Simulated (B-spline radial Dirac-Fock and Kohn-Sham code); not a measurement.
The K (1s) hole of ytterbium ions: width and yield against charge

Model: a relativistic independent-particle model: LDA orbitals of the hole state, radiative multipoles to third order, Auger rates from the Coulomb interaction with a continuum orbital, Dirac-Fock energies. Program: a radial atomic solver. Tabulated ground configurations, configuration averages; single configurations, so decays that open only by mixing (as 1s 2s² with 1s 2p² in Be-like ions) are missing and such tiny yields are far too low.

```
 ion           configuration  radiative (eV)  non-radiative (eV)  yield
  Yb           [Xe] 4f14 6s2            29.6                1.49  0.952
 Yb⁺           [Xe] 4f14 6s1            29.6                1.49  0.952
Yb²⁺               [Xe] 4f14            29.6                1.49  0.952
Yb³⁺               [Xe] 4f13            29.6                1.49  0.952
Yb⁴⁺               [Xe] 4f12            29.6                1.49  0.952
Yb⁵⁺  [Kr] 4d10 4f12 5s2 5p5            29.6                1.49  0.952
Yb⁶⁺  [Kr] 4d10 4f12 5s2 5p4            29.6                1.49  0.952
Yb⁷⁺  [Kr] 4d10 4f12 5s2 5p3            29.5                1.49  0.952
```

Values without a named source are computed, but for edge energies of neutral atoms, which are taken from tables.
